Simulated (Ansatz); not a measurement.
Ansatz (a first-principles code) input:

Ansatz 0.2 input:
```yaml
crystal:
  periodic: [false, false, false]
  atoms:
    - {symbol: Cu, position_ang: [-0.00000000, -0.00000000, -0.04943660]}
    - {symbol: H, position_ang: [0.00000000, 0.00000000, 1.43366134]}
basis:
  gaussian:
    orbitals: STO-3G
hamiltonian:
  xc: {name: PBE0}
```

Question: What final total energy does it print?

Answer: -1621.82850 Eh (PBE0/STO-3G). The basis has 19 functions.
